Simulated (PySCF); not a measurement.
# Atomic charges by several schemes

Compound: Mg(CCH)2, C4H2Mg.
Geometry (PBE0-D3(BJ)/def2-SVP, Å), atoms numbered from 1 in this order:
```xyz
7
C4H2Mg angstrom
Mg     0.0046    0.0104    0.0000
C      0.0030   -0.0050    2.0201
C     -0.0021   -0.0169    3.2450
H     -0.0065   -0.0269    4.3217
C      0.0001    0.0135   -2.0200
C      0.0009    0.0128   -3.2450
H      0.0001    0.0122   -4.3218
```

Density: PBE0/pcSseg-1 (PySCF); schemes: Mulliken, IAO, Hirshfeld and ESP-fitted. Isolated species at its PBE0-D3(BJ)/def2-SVP geometry, gas phase.

**Question.** Atoms with like bonding are taken together and averaged. At which atom do the 4 schemes differ most?

**Answer.** At Mg1: from +0.731 (Hirshfeld) to +1.479 e (IAO), 0.748 e apart.

**Question.** Do the Mulliken, IAO, Hirshfeld and ESP-fitted schemes agree on where the charge is highest?

**Answer.** All schemes agree: Mulliken Mg1 (+1.414); IAO Mg1 (+1.479); Hirshfeld Mg1 (+0.731); ESP-fitted Mg1 (+1.295).

**Question.** Give the atomic charges in each scheme.

**Answer.** In e; atoms taken as equivalent share a row and are averaged (×n: the atom named and its like, n in all):

```
 atom                environment  Mulliken     IAO  Hirshfeld  ESP-fitted
  Mg1    magnesium bonded to 2 C    +1.414  +1.479     +0.731      +1.295
C2/C5  carbon bonded to C and Mg    -0.339  -0.701     -0.323      -0.785
C3/C6   carbon bonded to C and H    -0.430  -0.227     -0.131      -0.100
H4/H7             hydrogen on C3    +0.062  +0.188     +0.089      +0.237
```

Mean size of the charges over all atoms: IAO 0.530 e, ESP-fitted 0.505 e, Mulliken 0.440 e, Hirshfeld 0.260 e. Each set sums to the total charge, 0, to within 0.001 e. The IAO scheme counts the electrons in orthogonalised intrinsic atomic orbitals, a minimal basis polarised so that it spans the occupied orbitals exactly. The ESP scheme fits charges at the nuclei, held to the total charge, to the electrostatic potential on points at 1.4 to 2.0 times the van der Waals radii.

**Question.** How many electrons does the Hirshfeld scheme count on C6?

**Answer.** Its own charge is -0.131 e, so Z − q = 6.131.

**Question.** Sum the charges by element, for elements with more than one atom.

**Answer.** 
| element | atoms | Mulliken | IAO | Hirshfeld | ESP-fitted |
| --- | --- | --- | --- | --- | --- |
| C | 4 | -1.538 | -1.856 | -0.909 | -1.769 |
| H | 2 | +0.124 | +0.377 | +0.178 | +0.474 |
